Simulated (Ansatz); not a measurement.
Reactions of Cl3FMoS (`[F][Mo](=[S])([Cl])([Cl])[Cl]`).

Gas-phase electronic energies from Ansatz, PBE0-D4/def2-TZVP geometries. CCSD(T)/CBS is the MP2 limit (def2-TZVPP, def2-QZVPP) plus CCSD(T) − MP2 in def2-TZVPP, frozen cores. This one scheme is used for every species. Functionals use def2-TZVPP. def2 core potentials past Kr. For Mo outer-core shells are correlated without core-valence functions, which leaves a few kJ/mol of doubt a bond. Each species was taken in one conformer, which may not be the lowest.

```
                                                                       reaction  B97M-V (kcal/mol)  CCSD(T)/CBS(def2) (kcal/mol)
 `[F][Mo](=[S])([Cl])([Cl])[Cl]` + HCl → `[S]=[Mo]([Cl])([Cl])([Cl])[Cl]` + H–F                4.1                          -2.1
   `[F][Mo](=[S])([Cl])([Cl])[Cl]` + H–F → `[F][Mo]([F])(=[S])([Cl])[Cl]` + HCl               -3.9                           1.6
  `[F][Mo](=[S])([Cl])([Cl])[Cl]` + H₂O → `[OH][Mo]([F])(=[S])([Cl])[Cl]` + HCl                3.8                           6.2
`[F][Mo](=[S])([Cl])([Cl])[Cl]` + CH₃OH → `C[O][Mo]([F])(=[S])([Cl])[Cl]` + HCl               -4.2                          -3.3
```

Largest T1 diagnostic: 0.024, for `C[O][Mo]([F])(=[S])([Cl])[Cl]`.
